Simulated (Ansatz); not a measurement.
C2H8FNSi, SMILES `CN[SiH](C)F`. Total charge 0; spin multiplicity 1. All single points use the PBE0-D4/def2-TZVP geometry. It is one conformer, not always the lowest.

```xyz
13

C     1.100   -0.376   -1.417
N     1.021    0.535   -0.294
Si   -0.352    0.860    0.653
C    -1.246   -0.696    1.116
F    -1.439    1.784   -0.097
H     0.318   -1.134   -1.333
H     2.058   -0.904   -1.431
H     0.970    0.123   -2.384
H     1.770    1.209   -0.271
H     0.119    1.657    1.812
H    -1.622   -1.220    0.234
H    -2.107   -0.460    1.746
H    -0.591   -1.376    1.666
```

**Question.** What is the dipole moment at r2SCAN/def2-TZVPP? (An estimate is asked.)

**Answer.** Computed: 1.94 D, with components (1.40, -1.32, -0.25) D in this frame, pointing from negative to positive charge.

**Question.** And with PBE, B3LYP, ωB97M-V? (Best estimate.)

**Answer.** The calculation gave: PBE 1.93 D, B3LYP 1.96 D, ωB97M-V 1.94 D.

**Question.** Give the Mulliken charges with r2SCAN, B3LYP, PBE in def2-TZVPP. (Estimate.)

**Answer.** Ansatz gave: 
```tsv
atom	r2SCAN	B3LYP	PBE
C1	-0.04	-0.18	-0.19
N2	-0.35	-0.32	-0.27
Si3	0.66	0.65	0.54
C4	-0.33	-0.41	-0.39
F5	-0.34	-0.34	-0.30
H6	0.04	0.08	0.08
H7	0.05	0.10	0.09
H8	0.06	0.10	0.10
H9	0.13	0.12	0.13
H10	-0.12	-0.12	-0.11
H11	0.07	0.10	0.10
H12	0.08	0.11	0.11
H13	0.08	0.11	0.11
```

B3LYP here is the variant with VWN-RPA as its local correlation; programs differ in this.
